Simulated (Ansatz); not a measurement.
Reaction (substitution at a C–Si bond): `O[SiH2][CH2][SbH2]` + CH₃OH → `CO[CH2][SbH2]` + `O[SiH3]`

Computed with Ansatz on PBE0-D4/def2-TZVP structures; ΔE is electronic, products minus reactants. CCSD(T)/CBS is the MP2 limit (def2-TZVPP, def2-QZVPP) plus CCSD(T) − MP2 in def2-TZVPP, frozen cores. This one scheme is used for every species. DFT in def2-TZVPP. Elements past krypton have def2 core potentials. For Sb outer-core shells are correlated without core-valence functions, which leaves a few kJ/mol of doubt a bond. Each species was taken in one conformer, which may not be the lowest.

| level | ΔE (kJ/mol) | difference from CCSD(T)/CBS |
| --- | --- | --- |
| r2SCAN-D4 | 101.7 | -4.0 |
| PBE0-D4 | 103.7 | -2.0 |
| ωB97X-V | 96.8 | -8.9 |
| ωB97M-V | 102.9 | -2.8 |
| B2PLYP | 96.0 | -9.7 |
| HF/def2-TZVPP | 89.2 | -16.5 |
| MP2/def2-TZVPP | 107.9 | 2.2 |
| SCS-MP2/def2-TZVPP | 100.0 | -5.7 |
| MP2/CBS(def2) | 112.7 | 7.0 |
| CCSD/CBS(def2) | 105.1 | -0.6 |
| CCSD(T)/CBS | 105.7 | 0 |

Largest T1 diagnostic among the species: 0.013.

In def2-TZVPP, CCSD(T) changes the Hartree–Fock value by +11.7 kJ/mol (the triples alone add +0.6 kJ/mol) and MP2 by +18.7 kJ/mol. The D4 term adds +6.9 kJ/mol with B3LYP and +3.6 kJ/mol with PBE0; it sums over pairs of atoms, weighted by their polarisabilities, and B3LYP, whose exchange is more repulsive, gets the larger term. From PBE to PBE0 (25 % exact exchange), in def2-TZVPP and without D4, ΔE moves by +5.0 kJ/mol.

CCSD(T)/CBS has its own doubt, a few kJ/mol and more with outer-core shells, so smaller differences from it don't rank the levels.

B3LYP here is the variant with VWN-RPA as its local correlation; programs differ in this.
